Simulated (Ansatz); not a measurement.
`CNC[SiH2]Cl` + `C[SiH2]N` → `N[SiH2]C[SiH2]Cl` + `CNC`  (formal exchange of groups at the Si–C bond)

Program: Ansatz. Geometries: PBE0-D4/def2-TZVP. ΔE: electronic, gas phase. CCSD(T)/CBS is the MP2 limit (def2-TZVPP, def2-QZVPP) plus CCSD(T) − MP2 in def2-TZVPP, frozen cores. Functionals use def2-TZVPP. B3LYP here is the variant with VWN-RPA as its local correlation; programs differ in this. One conformer a species, not always the lowest.

```json
{"level": "PBE-D4", "ΔE (kJ/mol)": "-20.9", "difference from CCSD(T)/CBS": "3.0"}
{"level": "PBE0-D4", "ΔE (kJ/mol)": "-23.1", "difference from CCSD(T)/CBS": "0.8"}
{"level": "ωB97M-V", "ΔE (kJ/mol)": "-22.3", "difference from CCSD(T)/CBS": "1.6"}
{"level": "PBE", "ΔE (kJ/mol)": "-20.9", "difference from CCSD(T)/CBS": "3.0"}
{"level": "r2SCAN", "ΔE (kJ/mol)": "-23.4", "difference from CCSD(T)/CBS": "0.5"}
{"level": "PBE0", "ΔE (kJ/mol)": "-23.0", "difference from CCSD(T)/CBS": "0.9"}
{"level": "B3LYP", "ΔE (kJ/mol)": "-21.0", "difference from CCSD(T)/CBS": "2.9"}
{"level": "CCSD/def2-TZVPP", "ΔE (kJ/mol)": "-24.3", "difference from CCSD(T)/CBS": "-0.4"}
{"level": "HF/def2-QZVPP", "ΔE (kJ/mol)": "-25.7", "difference from CCSD(T)/CBS": "-1.8"}
{"level": "MP2/def2-QZVPP", "ΔE (kJ/mol)": "-25.3", "difference from CCSD(T)/CBS": "-1.4"}
{"level": "CCSD(T)/CBS", "ΔE (kJ/mol)": "-23.9", "difference from CCSD(T)/CBS": "0"}
```

Largest T1 diagnostic among the species: 0.010.
